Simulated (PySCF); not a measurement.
## A small calculation by hand: dipole moment from atomic charges

ClF₂H₃Si₂, SMILES F[SiH](F)[SiH2]Cl. Atoms are numbered in the order given.

```xyz
8

Si    -1.1820    -0.2161     0.3350
F     -1.9404    -1.6466     0.3426
F     -1.8326     0.6626    -0.8565
Si     1.0796    -0.5640    -0.1485
Cl     1.9931     1.2873     0.0660
H     -1.4596     0.4691     1.6220
H      1.6958    -1.5224     0.8127
H      1.2699    -1.0526    -1.5429
```

The structure is a stationary point at PBE0-D3(BJ)/def2-SVP. This is a generated structure with no PubChem entry under its InChIKey; it may be hypothetical. One conformer was computed; it need not be the lowest.

Charges (e) from PBE/def2-TZVP run with PySCF:

| atom | ESP fit | IAO |
|---|---|---|
| Si1 | 0.579 | 1.192 |
| F2 | -0.224 | -0.510 |
| F3 | -0.230 | -0.507 |
| Si4 | -0.057 | 0.435 |
| Cl5 | -0.088 | -0.297 |
| H6 | -0.068 | -0.139 |
| H7 | 0.035 | -0.090 |
| H8 | 0.054 | -0.083 |

The dipole moment of the full density is 1.21 D.

Q: What dipole moment does each set of point charges give, and which comes closer to that of the density?

A: 
μ = Σ q r, and 1 e Å = 4.8032 D.
ESP fit: Σ q r = (0.162, -0.132, 0.152) e Å, |μ| = 1.24 D.
IAO: Σ q r = (0.332, -0.222, 0.404) e Å, |μ| = 2.73 D.
ESP fit comes closer in size. Point charges leave out the atoms' own dipoles (lone pairs, polarised bonds); fits to the potential absorb them, partitions of the density don't.
